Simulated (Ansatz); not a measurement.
BBrH₃OSi (`[SiH3]O[B]Br`) radical, relaxed with UKS PBE0-D4/def2-TZVP in Ansatz from a PBE-D4/def2-SVP geometry. The force threshold is 0.005 eV/Å; the program also tests the step.

Total charge 0; spin multiplicity 2.

Start:

```xyz
7

Si    0.480    0.001   -0.824
O    -1.000    0.317   -0.013
B    -1.509    0.254    1.211
Br   -0.566   -0.344    2.800
H     1.368   -0.845    0.038
H     0.117   -0.711   -2.089
H     1.110    1.327   -1.123
```

```tsv
step	energy (eV)	largest force (eV/Å)	largest move (Å)
1	-80684.1056	0.633	0.000
2	-80684.1363	0.458	0.026
3	-80684.1450	0.083	0.014
4	-80684.1454	0.051	0.004
5	-80684.1458	0.052	0.011
6	-80684.1460	0.027	0.015
7	-80684.1462	0.003	0.017
8	-80684.1462	0.014	0.013
9	-80684.1463	0.013	0.015
10	-80684.1463	0.017	0.022
11	-80684.1464	0.066	0.071
12	-80684.1466	0.053	0.011
13	-80684.1468	0.036	0.012
14	-80684.1474	0.022	0.076
15 (rejected)	-80684.1450	0.223	0.196
16 (rejected)	-80684.1464	0.249	0.010
17	-80684.1475	0.017	0.005
18	-80684.1480	0.005	0.043
19	-80684.1486	0.115	0.148
20	-80684.1497	0.051	0.015
21	-80684.1507	0.033	0.060
22	-80684.1514	0.061	0.094
23	-80684.1518	0.072	0.074
24	-80684.1523	0.041	0.020
25	-80684.1527	0.034	0.042
26 (rejected)	-80684.1527	0.021	0.026
27	-80684.1528	0.005	0.013
28 (rejected)	-80684.1528	0.006	0.007
29	-80684.1528	0.001	0.003
```

End:

```xyz
7

Si    0.441   -0.077   -0.796
O    -1.065   -0.099   -0.060
B    -1.511    0.040    1.170
Br   -0.394    0.359    2.717
H     1.276   -1.155   -0.218
H     0.189   -0.316   -2.233
H     1.064    1.248   -0.579
```

It took 64 s on 4 threads of a server CPU on a shared host, with 0.6 GiB of host memory at the peak.
